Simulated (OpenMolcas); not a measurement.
## Co⁺: effect of the IPEA shift

```yaml
Program: OpenMolcas
Basis: ANO-RCC-VTZP [6s5p3d2f1g]
Scalar_Hamiltonian: DKH2, point nucleus
Active_space: 8 electrons in 5 orbitals (3d)
State_averaging: 2S+1 = 3 even, 10 roots; 2S+1 = 1 even, 15 roots
Spin-orbit_coupling: RASSI with atomic mean-field integrals over the reference wave functions, term energies averaged over their components
```

Methods on the same reference wave functions:
A. CASSCF
B. SS-CASPT2, IPEA 0 Eh, imaginary shift 0.1 Eh (closed shells correlated: 3s 3p)
C. SS-CASPT2, IPEA 0.25 Eh, imaginary shift 0.1 Eh (closed shells correlated: 3s 3p)

Energies in cm⁻¹ above 3d⁸ ³F₄, the measured ground level; measured values from NIST Handbook of Basic Atomic Spectroscopic Data.

```
  Level      A      B      C  Measured
3d⁸ ³F₄    0.0    0.0    0.0       0.0
3d⁸ ³F₃    964    966    966       950
3d⁸ ³F₂   1637   1621   1622      1597
3d⁸ ¹D₂  14441  10570  10820          
3d⁸ ³P₂  17535  13520  13940          
3d⁸ ³P₁  17850  13830  14250          
3d⁸ ³P₀  18051  14020  14450          
3d⁸ ¹G₄  22427  18910  19000          
3d⁸ ¹S₀  54135  43250  43610
```

Deviations, from unrounded energies. A percentage is the sum of absolute deviations over the sum of measured energies, with the sign that they share, or ± where signs differ.

```
                  Against measurement  Levels     A     B     C
       mean absolute deviation (cm-1)       2    27    19    20
fine structure of the ground term (%)       2  +2.1  +1.5  +1.6
```

B, C lie about equally close to measurement and A furthest from it. The largest miss of B in the table is 3d⁸ ³F₂, by +23 cm-1. The ranking rests on the paired levels alone, and a cruder setting can come out closer through cancelling errors.

Between B and C the level of the table that moves most is 3d⁸ ³P₁, by 430 cm-1 (lowest in B, highest in C). Moves below CASPT2's spread within the term are not significant.

The two smallest mean deviations differ by little beside CASPT2's spread within terms, so their order carries little weight.

From A to B the spin-free energies of the other terms of 3d⁸ shown, above ³F, scale by factors of 0.72 to 0.84, as is usual when dynamic correlation screens the repulsion within a d or f shell.

The lowest spin-free term lies below A's lowest term by 0.614 hartree in B, 0.606 hartree in C.

CASPT2 breaks the degeneracy within a term, and the mean is taken; among the terms shown or strongly mixed into the levels shown the widest spread is 1600 cm-1 (3d⁸ ¹G, B). Without dynamic correlation excited terms often stand tens of per cent too high (terms of higher spin than the ground term too low), and those without a measured partner can miss by more than the paired ones (holds for A). Computed and measured levels are paired by configuration, term and J; levels that our copy of the source lacks, or whose pairing is in doubt (as where it misses far off the trend of its configuration), stay unpaired and out of the deviations. Levels of configurations outside the active space are missing.
